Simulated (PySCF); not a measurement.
C3H8F2Si, SMILES CCC[SiH](F)F.

Coordinates come from a PBE-D3(BJ)/def2-SVP optimisation. Other conformers were not sampled.

Two levels are set side by side: TDDFT-PBE/def2-SVPD (PySCF) and TDDFT-B3LYP/def2-SVPD (PySCF). Vertical, same geometry. The lowest singlet is HOMO→LUMO 99 % with PBE and HOMO→LUMO 95 % with the other functional; states are paired by order. Differences are taken from unrounded values.

```
quantity                              TDDFT-B3LYP  TDDFT-PBE  TDDFT-PBE minus TDDFT-B3LYP
------------------------------------  -----------  ---------  ---------------------------
lowest singlet excitation (eV)               7.64       7.03                        -0.61
lowest triplet excitation (TDA) (eV)         7.33       6.75                        -0.58
```

Functionals without exact exchange tend to place singlet excitations lower, as here. Differences between two approximate levels are no errors against the true value.

Rough cost on one machine, each run with all the roots and properties that it gave: TDDFT-B3LYP against TDDFT-PBE about 4 times.
